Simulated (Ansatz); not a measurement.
Wavefunction ladder for `[SiH3][C]1(Br)C[CH2][Zn]1`

| atom | x (Å) | y (Å) | z (Å) |
| --- | --- | --- | --- |
| Si1 | -0.3547 | -0.7190 | 1.9785 |
| C2 | 0.4100 | -0.3575 | 0.3298 |
| Br3 | 1.2634 | -2.0053 | -0.3590 |
| C4 | -0.4228 | 0.2994 | -0.7873 |
| C5 | 0.4280 | 1.0890 | -1.8059 |
| Zn6 | 1.7511 | 1.0524 | -0.2860 |
| H7 | -1.4120 | -1.7692 | 1.9215 |
| H8 | -0.9748 | 0.5440 | 2.4750 |
| H9 | 0.6946 | -1.1577 | 2.9324 |
| H10 | -1.0187 | -0.4671 | -1.3002 |
| H11 | -1.1166 | 0.9905 | -0.2955 |
| H12 | -0.0271 | 2.0109 | -2.1585 |
| H13 | 0.7795 | 0.4896 | -2.6449 |

Charge 0, multiplicity 1. For Zn the d shell is correlated and the shells below it are frozen. Correlated methods include outer-core shells of Br, which these sets cover unevenly. Scalar relativity is left out up to krypton. All single points use the PBE0-D4/def2-TZVP geometry. Frozen core, restricted reference, Ansatz.

```json
{"basis": "def2-SVP", "HF (Eh)": "-4755.99701", "MP2 corr.": "-1.06680", "CCSD corr.": "-1.09245", "(T)": "-0.03698", "CCSD(T) total": "-4757.12644"}
{"basis": "def2-TZVPP", "HF (Eh)": "-4756.78659", "MP2 corr.": "-1.43563", "CCSD corr.": "-1.42776", "(T)": "-0.05939", "CCSD(T) total": "-4758.27374"}
{"basis": "def2-QZVPP", "HF (Eh)": "-4756.89112", "MP2 corr.": "-1.82966", "CCSD corr.": "–", "(T)": "–", "CCSD(T) total": "–"}
```
